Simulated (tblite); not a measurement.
Species: C6H11OP.
Cartesian coordinates in Å at the GFN2-xTB level; atoms count from 1:
```
atom  x, y, z in Å
C1     3.048    0.840   -0.035
C2     2.329   -0.267   -0.117
P3     0.782   -0.233   -1.050
O4     0.501    1.029   -1.734
C5    -0.518   -0.803    0.113
C6    -1.888   -0.776   -0.581
C7    -2.188    0.555    0.123
C8    -0.960    0.354    1.021
H9     2.708    1.732   -0.538
H10    3.976    0.903    0.511
H11    2.616   -1.192    0.361
H12    0.899   -1.331   -1.910
H13   -0.227   -1.735    0.598
H14   -2.543   -1.589   -0.273
H15   -1.853   -0.734   -1.670
H16   -2.074    1.406   -0.544
H17   -3.146    0.617    0.633
H18   -1.205    0.040    2.034
H19   -0.267    1.195    1.064
```

Computed values, GFN2-xTB/tblite, gas phase, harmonic and unscaled. This tight-binding method is rough: wavenumbers can miss measured ones by several per cent, in bad cases by 10 to 20. Modes of hydrogen on phosphorus can be 10 to 20 % off. One conformer, not necessarily the lowest.

Harmonic wavenumbers (cm⁻¹): 41.5, 81.6, 89.5, 150.9, 195.9, 216.4, 269.5, 390.9, 448.1, 553.0, 657.6, 706.7, 726.9, 809.9, 840.7, 865.9, 911.4, 928.7, 977.9, 989.1, 1003.6, 1013.1, 1026.5, 1038.6, 1068.3, 1095.4, 1174.6, 1177.6, 1209.3, 1227.1, 1231.4, 1242.8, 1261.1, 1263.7, 1282.2, 1377.5, 1457.8, 1463.7, 1482.1, 1657.8, 2241.6, 2955.9, 2975.8, 2977.6, 2997.1, 3000.1, 3012.9, 3032.9, 3063.3, 3080.4, 3111.5.

A = 3426, B = 1166, C = 1102 MHz; mass 130.055 u (most abundant isotopes); point group C1, symmetry number 1.

Task: What is the zero-point energy?

Result: Half the sum of the wavenumbers: 34028 cm⁻¹ = 407.06 kJ/mol.

Task: Give the ideal-gas entropy at 273.15 K and 1 bar in the rigid-rotor, harmonic-oscillator model (classical rotation).

Result: Translation 167.75, rotation 118.91, vibration 100.41: S = 387.1 J/(mol K).

Task: And Cp and H(273.15 K) − H(0)?

Result: Cp = 136.41 J/(mol K), of which vibrations give 103.15 (their classical limit is 51 R = 424.0); H(273.15 K) − H(0) = 23.26 kJ/mol without the zero-point energy, 14.17 from vibrations.

Task: How do the functions run with temperature in this model?

Result: 
```csv
T (K),S (J/(mol K)),Cp (J/(mol K)),H − H(0) (kJ/mol),G − H(0) (kJ/mol),ln q(vib)
150,321.5,90.0,9.50,-38.72,2.97
250,375.4,126.4,20.22,-73.65,5.31
298.15,399.5,147.5,26.81,-92.30,6.41
400,449.2,192.2,44.13,-135.53,8.75
600,541.1,261.5,89.95,-234.71,13.42
900,660.6,326.4,178.99,-415.51,20.28
```

q(vib) and H(0) count from the zero-point level.

Task: Blend soft modes into free rotors: weight 1/[1 + (100 cm⁻¹/ν̃)⁴] for the oscillator and the rest for a rotor with moment μB/(μ + B), μ = h/(8π²ν), B = 10⁻⁴⁴ kg m². What vibrational entropy results?

Result: 91.21 J/(mol K) in place of 100.41, which changes −T·S at 273.15 K by +2.51 kJ/mol.

Task: What must be added to the electronic energy to get the Gibbs energy at 273.15 K and 1 bar?

Result: ZPE + [H(273.15 K) − H(0)] − T·S = 407.06 + 23.26 − 105.73 = 324.59 kJ/mol.

Task: Which modes carry the vibrational entropy at 273.15 K?

Result: 41.5 cm⁻¹: 20.97; 81.6 cm⁻¹: 15.40; 89.5 cm⁻¹: 14.64; 150.9 cm⁻¹: 10.44; 195.9 cm⁻¹: 8.41; 216.4 cm⁻¹: 7.66 J/(mol K); the other 45 give 22.88 together.

Hindered rotation and anharmonicity are outside this model. Other conformers, if any are populated, would add a mixing term that is left out. The structure is chiral; the term R ln 2 for an equal mix with its mirror image is left out.
